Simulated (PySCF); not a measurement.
A structure optimised at ωB97X-D3(BJ)/def2-SVP, used in a PySCF frequency run:

```xyz
8

C      0.0000     0.0000    -1.1451
C      0.0000     1.1190    -0.2896
N      0.0000     0.6167     0.9684
N      0.0000    -0.6167     0.9684
C      0.0000    -1.1190    -0.2896
H      0.0000     0.0000    -2.2349
H      0.0000     2.1883    -0.4881
H      0.0000    -2.1883    -0.4881
```
Charge 0, spin multiplicity 2.

Write its SMILES, formula and point group.

C1=C[N]N=C1, C3H3N2, C2v

What are its rotational constants (standard atomic weights)?

10.231, 10.030, 5.0647 GHz
